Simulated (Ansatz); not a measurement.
Abridged output of a molecular run in Ansatz:

```
Functional definition: HF
850 factors; integrals over basis functions are off by at most 1.2e-3 eV
mean field evaluation 1: about -16665.3651 eV, gradient 1.4e1 eV
mean field evaluation 2: about -16665.4042 eV, gradient 1.4e1 eV
mean field evaluation 4: about -16666.4960 eV, gradient 2.3e0 eV
mean field evaluation 8: about -16666.5211 eV, gradient 1.3e-3 eV
mean field -16666.52106011 eV, -612.4833519852 hartree, gradient 2.5e-6 eV, S^2 0.000000; 0 other end points of the search recorded, 0 dependent functions left out
10 core orbitals not correlated: weight in the atoms' cores, before any rotation towards them, 1.000 or more for the frozen orbitals, at most 0.000 for the correlated occupied ones
reference -16666.52106011 eV, -612.4833519852 hartree; 14, 14 occupied and 54, 54 virtual orbitals, 850 factors
second order -8.30903458 eV of doubles, -0.00000000 eV of singles
cycle   1  -9.12400681 eV  change   -8.1e-1 eV  update   8.9e-2
cycle   2  -9.44131472 eV  change   -3.2e-1 eV  update   2.8e-2
cycle   3  -9.50919886 eV  change   -6.8e-2 eV  update   1.7e-2
cycle   4  -9.50391987 eV  change    5.3e-3 eV  update   6.7e-3
cycle   5  -9.50249144 eV  change    1.4e-3 eV  update   2.5e-3
cycle   6  -9.50260864 eV  change   -1.2e-4 eV  update   7.7e-4
cycle   7  -9.50262097 eV  change   -1.2e-5 eV  update   2.5e-4
cycle   8  -9.50268046 eV  change   -5.9e-5 eV  update   7.9e-5
cycle   9  -9.50267775 eV  change    2.7e-6 eV  update   2.9e-5
perturbative correction -0.27061086 eV, -0.0099447656 hartree
Total energy: -16676.29434872 eV, -612.8425137170 hartree
```

Its atoms:

Z-matrix (Å, degrees):
```
Si
B 1 2.009
H 1 1.489 2 108.7
H 1 1.489 2 109.2 3 117.8
H 1 1.488 2 113.1 3 -120.8
I 2 2.109 1 118.2 3 -60.9
H 2 1.191 1 127.0 3 118.8
```

Task: Which basis set was used?
A. def2-SVP
B. def2-TZVPP
C. cc-pV(T+d)Z
D. def2-TZVPPD

Result: A. It gives 78 functions.

Task: Write the keys of the input that set method, charge and spin (a neutral closed shell needs none for the last two).

Result: 
```yaml
correlation: {method: ccsd_t}
```
